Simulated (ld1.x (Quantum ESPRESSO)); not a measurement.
## Reading a pseudo-wave (P)

Columns: radius, all-electron u(r) and pseudo u(r) of the 3p shell (level -5.48 eV) of phosphorus in the configuration [Ne] 3s2 3p3; PBEsol, scalar-relativistic, TM semilocal scheme, ld1.x (Quantum ESPRESSO) 7.5.

```
r (bohr)  all-electron   pseudo
   0.082        0.1001  -0.0038
   0.165        0.2272  -0.0154
   0.248        0.2910  -0.0344
   0.330        0.2901  -0.0599
   0.413        0.2421  -0.0918
   0.495        0.1659  -0.1286
   0.578        0.0737  -0.1702
   0.660       -0.0227  -0.2146
   0.742       -0.1181  -0.2614
   0.825       -0.2095  -0.3103
   0.908       -0.2935  -0.3598
   0.990       -0.3679  -0.4085
   1.072       -0.4335  -0.4560
   1.155       -0.4911  -0.5017
   1.238       -0.5399  -0.5439
   1.320       -0.5798  -0.5809
   1.402       -0.6119  -0.6121
   1.485       -0.6372  -0.6372
   1.568       -0.6559  -0.6559
   1.650       -0.6685  -0.6685
   1.733       -0.6762  -0.6762
   1.815       -0.6792  -0.6792
   1.898       -0.6784  -0.6784
   1.980       -0.6741  -0.6741
   2.062       -0.6671  -0.6671
   2.145       -0.6575  -0.6575
```

Question: How many radial nodes do the two functions have?

Answer: The all-electron 3p function has n − l − 1 = 1; the pseudo-wave has 0, since the states of the same l below it are removed with the core.

Question: At about which radius was the pseudo-wave matched?

Answer: 1.55 bohr. The columns agree to 0.0005 from 1.40 bohr on; several derivatives are matched, so the curves merge somewhat inside the radius.

Question: Is the pseudo-wave norm-conserving?

Answer: Yes: the TM semilocal scheme keeps the norm inside the radius equal to the all-electron one, which fixes the energy derivative of the logarithmic derivative at the level.
